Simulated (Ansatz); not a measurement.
Reactions of C2H7ClOSi (`CC(O)([SiH3])Cl`).

Computed with Ansatz on PBE0-D4/def2-TZVP structures; ΔE is electronic, products minus reactants. CBS: MP2 limit from def2 TZ/QZ plus the TZ coupled-cluster correction, frozen cores. This one scheme is used for every species, atoms too. For atomizations the MP2-based limit and the directly extrapolated one differ by several kJ/mol either way, and by 10 to 25 for some Ge, Se and Sn compounds, so smaller differences from it don't rank the levels. DFT in def2-TZVPP. Open shells (•) are unrestricted, without spin–orbit coupling. Spin–orbit coupling would lower the free atoms: a little for C, Cl, O, Si. Each species was taken in one conformer, which may not be the lowest.

```csv
reaction,CCSD/CBS(def2) (kJ/mol),MP2/CBS(def2) (kJ/mol),ωB97X-V (kJ/mol),HF/CBS(def2) (kJ/mol)
`CC(O)([SiH3])Cl` + H₂O → `CC(O)(O)Cl` + SiH₄,25,34,12,-2
`CC(O)([SiH3])Cl` → `CO[SiH](C)Cl`,-302,-303,-292,-326
`CC(O)([SiH3])Cl` → `CC(O)Cl` + `[SiH2]`,209,237,224,183
`CC(O)([SiH3])Cl` + H₂ → `CC(O)[SiH3]` + HCl,-61,-46,-54,-82
`CC(O)([SiH3])Cl` → 2 C• + Cl• + 7 H• + O• + Si•,4129,4247,4200,3038
`CC(O)([SiH3])Cl` + `NC(O)O` → `NC(O)O[SiH3]` + `CC(O)Cl`,-107,-103,-105,-133
```

(1) Give the CCSD(T)/CBS values in the same order. (Estimate.)

Largest T1 diagnostic: 0.014, for `[SiH2]`.

Results:

(1) Ansatz gave: 27, -295, 216, -53, 4191, -102 kJ/mol.
